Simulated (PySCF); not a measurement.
Ligand exchange on a metal centre used in film growth or etching (Hf F-OH). Gas-phase values, no solvent. One relaxed conformer stands for each flexible species; it need not be the lowest.

The HOMO–LUMO gap from two functionals at the same geometries (BP86-D3(BJ)/def2-SVP), both in PySCF: PBE-D3(BJ)/def2-TZVP and B3LYP-D3(BJ)/def2-TZVP. B3LYP has the VWN-RPA correlation part, as in Gaussian. 

```
species                                 PBE-D3(BJ)/def2-TZVP (eV)  B3LYP-D3(BJ)/def2-TZVP (eV)
--------------------------------------  -------------------------  ---------------------------
0 of 4 F replaced by OH                                      8.37                        10.50
1 of 4 F replaced by OH ([Hf(F)3(OH)])                       7.07                         8.92
2 of 4 F replaced by OH                                      6.69                         8.51
3 of 4 F replaced by OH                                      6.29                         8.10
4 of 4 F replaced by OH                                      6.09                         7.89
```

Over these rows, drawn at random from the members with no instability flagged (it was tested for open shells, ions and some series alone), PBE minus B3LYP-D3(BJ): mean -1.88 eV, from -2.13 eV to -1.80 eV.
